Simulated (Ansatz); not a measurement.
A set of 12 reactions (ligand exchange), with CCSD(T)/CBS values in kJ/mol:

| reaction | ΔE |
| --- | --- |
| `C[N]([GeH3])[InH2]` + H₂S → `[SH][InH2]` + `C[NH][GeH3]` | -62.9 |
| `N[SiH2]S[SiH](N)O` + `C=N` → `C=N[SiH2]N` + `N[SiH](O)S` | 42.2 |
| `[NH2][AlH][SiH2]O` + `[SiH3]S` → `O[SiH2]S[SiH3]` + `[NH2][AlH2]` | -88.0 |
| `FCS[SiH2]Cl` + `[SiH3]N[SiH2]Cl` → `[SiH3]N([SiH2]Cl)[SiH2]Cl` + `FCS` | -4.0 |
| `C[O][Ga]([SH])[SH]` + `O[SiH3]` → `C[O][Ga]([SH])[O][SiH3]` + H₂S | 19.2 |
| `C=C[CH2][Al]([F])[Cl]` + HBr → `[F][Al]([Cl])[Br]` + `C=CC` | -152.2 |
| `[NH2][Ge][Br]` + HBr → `[Br][Ge][Br]` + NH₃ | -53.7 |
| `[OH][Zr]([OH])([OH])[Cl]` + HBr → `[OH][Zr]([OH])([OH])[Br]` + HCl | -4.1 |
| `C=CB(Cl)Cl` + H₂Se → `ClB(Cl)[SeH]` + `C=C` | -36.7 |
| `[BH2][Al]([NH2])[NH2]` + CH₃OH → `C[O][Al]([NH2])[NH2]` + BH₃ | -154.5 |
| `C=[C](Br)[AlH][CH3]` + `C[SiH2]O` → `[CH3][AlH][O][SiH2]C` + `C=CBr` | -146.2 |
| `[SiH3]C1CC1` + `[OH][Mg][F]` → `[F][Mg][O][SiH3]` + `C1CC1` | -119.4 |

Calculated with Ansatz (gas phase, PBE0-D4/def2-TZVP geometries, no zero-point term in ΔE). CCSD(T)/CBS is the MP2 limit (def2-TZVPP, def2-QZVPP) plus CCSD(T) − MP2 in def2-TZVPP, frozen cores. This one scheme is used for every species. Functionals use def2-TZVPP. B3LYP here is the variant with VWN-RPA as its local correlation; programs differ in this. Elements past krypton have def2 core potentials. For Br, Ga, Ge, In, Mg, Se, Zr outer-core shells are correlated without core-valence functions, which leaves a few kJ/mol of doubt a bond. Scalar relativity is left out up to krypton. Each species was taken in one conformer, which may not be the lowest.

Give the mean, mean absolute and largest difference (level minus CCSD(T)/CBS, kJ/mol) for: PBE-D4, PBE0-D4, ωB97M-V, PBE, r2SCAN, B3LYP, HF/def2-TZVPP, MP2/def2-TZVPP, SCS-MP2/def2-TZVPP, CCSD(T)/def2-TZVPP, MP2/def2-QZVPP, SCS-MP2/def2-QZVPP, HF/CBS(def2), MP2/CBS(def2). (An estimate is asked.)

Ansatz gave: 
```tsv
level	mean	mean absolute	largest
PBE-D4	7.0	10.4	18.7
PBE0-D4	3.6	7.6	-16.5
ωB97M-V	-0.2	3.6	-11.8
PBE	6.7	10.9	21.0
r2SCAN	0.8	4.2	-14.6
B3LYP	-1.6	7.7	-18.6
HF/def2-TZVPP	-11.7	14.9	-31.1
MP2/def2-TZVPP	-1.7	3.5	-11.4
SCS-MP2/def2-TZVPP	-3.1	4.2	-11.2
CCSD(T)/def2-TZVPP	0.3	2.4	5.7
MP2/def2-QZVPP	-2.1	3.1	-11.8
SCS-MP2/def2-QZVPP	-3.4	3.9	-11.3
HF/CBS(def2)	-12.5	15.7	-30.0
MP2/CBS(def2)	-1.9	3.5	-13.1
```

The largest T1 diagnostic in the set is 0.016, for `[OH][Zr]([OH])([OH])[Cl]` (customary mark 0.02).

CCSD(T)/CBS is a level of theory with its own doubt, and the functionals carry their triple-zeta basis error, so these figures describe this set and don't rank the functionals.
